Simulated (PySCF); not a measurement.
## Atomic charges against the basis set

Compound: B2ClH7N2.
SMILES with atom numbers: `[Cl:1][BH-:2]1[NH2+:3][BH2-:4][NH2+:5]1` (hydrogens: H6 on B2; H7, H8 on N3; H9, H10 on B4; H11, H12 on N5)

Geometry (PBE0-D3(BJ)/def2-SVP, Å), atoms numbered from 1 in this order:
```xyz
12
B2ClH7N2 angstrom
Cl    -0.4993   -2.0477    0.5555
B     -0.7946   -0.6209   -0.5641
N     -1.8838    0.3711    0.0112
B     -0.7942    1.5329   -0.1610
N      0.3556    0.4600   -0.4641
H     -1.0257   -0.9374   -1.7105
H     -2.1430    0.1707    0.9755
H     -2.7316    0.4540   -0.5421
H     -1.0304    2.2022   -1.1476
H     -0.6021    2.1616    0.8618
H      0.8979    0.5975   -1.3122
H      0.9974    0.2947    0.3093
```

PBE0 throughout (PySCF), one geometry, spherical d and f functions. Geometry: PBE0-D3(BJ)/def2-SVP, one conformer, isolated molecule. Atoms taken as equivalent share a column and are averaged. The first 7 of 9 kinds of atom are listed.

Mulliken charges (e):

```csv
basis,functions,Cl1,B2,N3/N5,B4,H6,H7/H12,H8/H11
STO-3G,36,-0.324,+0.271,-0.425,+0.140,-0.052,+0.242,+0.242
6-31G,63,-0.196,+0.273,-0.878,+0.273,+0.005,+0.371,+0.369
pcSseg-0,63,-0.322,+0.425,-0.926,+0.175,+0.073,+0.357,+0.365
6-31G*,88,-0.264,+0.242,-0.782,+0.119,+0.004,+0.381,+0.381
cc-pVDZ,109,-0.249,-0.042,+0.035,-0.149,-0.027,+0.122,+0.126
def2-SVP,109,-0.230,-0.022,-0.080,-0.110,-0.032,+0.156,+0.163
aug-cc-pVDZ,182,-0.500,-0.134,-0.122,-1.216,+0.640,+0.088,+0.036
"6-311+G(2d,p)",185,-0.345,+0.393,-0.671,+0.159,+0.006,+0.298,+0.288
def2-TZVP,203,-0.261,+0.005,-0.289,-0.123,-0.004,+0.247,+0.249
cc-pVTZ,252,-0.258,-0.057,+0.020,-0.233,-0.009,+0.129,+0.135
IGLO-III,254,-0.200,+0.258,-0.514,+0.182,-0.075,+0.235,+0.252
```

IAO charges (e):

```tsv
basis	functions	Cl1	B2	N3/N5	B4	H6	H7/H12	H8/H11
STO-3G	36	-0.194	+0.016	-0.375	-0.055	+0.002	+0.253	+0.255
6-31G	63	-0.223	+0.055	-0.446	-0.090	+0.003	+0.289	+0.294
pcSseg-0	63	-0.219	+0.053	-0.430	-0.097	-0.001	+0.284	+0.288
6-31G*	88	-0.226	+0.080	-0.439	-0.073	-0.008	+0.283	+0.287
cc-pVDZ	109	-0.225	+0.072	-0.430	-0.098	-0.007	+0.284	+0.288
def2-SVP	109	-0.217	+0.073	-0.425	-0.090	-0.013	+0.281	+0.284
aug-cc-pVDZ	182	-0.229	+0.077	-0.444	-0.096	-0.005	+0.289	+0.293
6-311+G(2d,p)	185	-0.226	+0.077	-0.450	-0.091	-0.005	+0.290	+0.294
def2-TZVP	203	-0.225	+0.080	-0.450	-0.089	-0.006	+0.290	+0.294
cc-pVTZ	252	-0.227	+0.081	-0.450	-0.090	-0.007	+0.290	+0.294
IGLO-III	254	-0.222	+0.077	-0.451	-0.090	-0.006	+0.290	+0.294
```

Hirshfeld charges (e):

```
        basis  functions     Cl1      B2   N3/N5      B4      H6  H7/H12  H8/H11
       STO-3G         36  -0.309  +0.159  -0.066  +0.040  -0.089  +0.133  +0.134
        6-31G         63  -0.211  +0.084  -0.109  +0.018  -0.080  +0.141  +0.152
     pcSseg-0         63  -0.184  +0.079  -0.110  +0.019  -0.087  +0.138  +0.151
       6-31G*         88  -0.215  +0.085  -0.108  +0.016  -0.080  +0.143  +0.153
      cc-pVDZ        109  -0.190  +0.082  -0.122  +0.023  -0.085  +0.143  +0.155
     def2-SVP        109  -0.173  +0.077  -0.125  +0.019  -0.089  +0.144  +0.156
  aug-cc-pVDZ        182  -0.172  +0.089  -0.152  +0.032  -0.075  +0.143  +0.155
6-311+G(2d,p)        185  -0.175  +0.088  -0.149  +0.037  -0.076  +0.143  +0.154
    def2-TZVP        203  -0.177  +0.087  -0.146  +0.032  -0.078  +0.144  +0.156
      cc-pVTZ        252  -0.181  +0.088  -0.143  +0.031  -0.079  +0.144  +0.157
     IGLO-III        254  -0.158  +0.085  -0.154  +0.032  -0.078  +0.142  +0.156
```

ESP-fitted charges (e):

```
        basis  functions     Cl1      B2   N3/N5      B4      H6  H7/H12  H8/H11
       STO-3G         36  -0.357  +0.151  -0.201  -0.115  -0.080  +0.255  +0.224
        6-31G         63  -0.324  +0.139  -0.406  +0.045  -0.059  +0.312  +0.298
     pcSseg-0         63  -0.340  +0.269  -0.489  +0.113  -0.095  +0.325  +0.308
       6-31G*         88  -0.273  +0.008  -0.331  -0.002  -0.033  +0.291  +0.285
      cc-pVDZ        109  -0.249  -0.043  -0.258  -0.035  -0.031  +0.265  +0.266
     def2-SVP        109  -0.224  -0.083  -0.240  -0.060  -0.029  +0.262  +0.264
  aug-cc-pVDZ        182  -0.270  +0.068  -0.388  +0.107  -0.043  +0.286  +0.292
6-311+G(2d,p)        185  -0.254  +0.009  -0.381  +0.069  -0.025  +0.294  +0.295
    def2-TZVP        203  -0.249  +0.002  -0.355  +0.063  -0.029  +0.286  +0.287
      cc-pVTZ        252  -0.255  +0.029  -0.370  +0.076  -0.037  +0.288  +0.289
     IGLO-III        254  -0.233  -0.027  -0.349  +0.069  -0.024  +0.280  +0.287
```

Question: Which scheme is steadiest as the basis changes?

Answer: Largest range over the bases for any column: IAO 0.08 e, Hirshfeld 0.15 e, ESP-fitted 0.35 e, Mulliken 1.49 e. IAO charges move least and Mulliken charges most, counted in e. Without the minimal STO-3G basis the ranges are IAO 0.03, Hirshfeld 0.06, ESP-fitted 0.35, Mulliken 1.49 e.

Question: How much do the charges still move between the two largest bases, cc-pVTZ and IGLO-III?

Answer: At most, over all atoms: Mulliken 0.534 e, IAO 0.004 e, Hirshfeld 0.023 e, ESP-fitted 0.056 e.

Question: What do the same runs give for the total energy, the frontier levels and the dipole moment?

Answer: 
```csv
basis,energy (Eh),HOMO (eV),LUMO (eV),μ (D)
STO-3G,-616.4115,-5.66,7.07,1.93
6-31G,-623.3309,-7.77,1.73,1.82
pcSseg-0,-622.5311,-7.90,1.43,1.72
6-31G*,-623.3802,-7.72,1.78,1.59
cc-pVDZ,-623.4216,-7.72,1.27,1.42
def2-SVP,-623.1496,-7.68,1.36,1.22
aug-cc-pVDZ,-623.4356,-7.89,-0.30,1.49
"6-311+G(2d,p)",-623.4715,-7.91,-0.12,1.47
def2-TZVP,-623.4825,-7.87,0.61,1.38
cc-pVTZ,-623.4882,-7.86,0.72,1.40
IGLO-III,-623.4863,-7.85,0.31,1.30
```

The dipole is fixed by the density alone, so its range of 0.71 D shows that the density itself changes with the basis, not only its division among atoms.
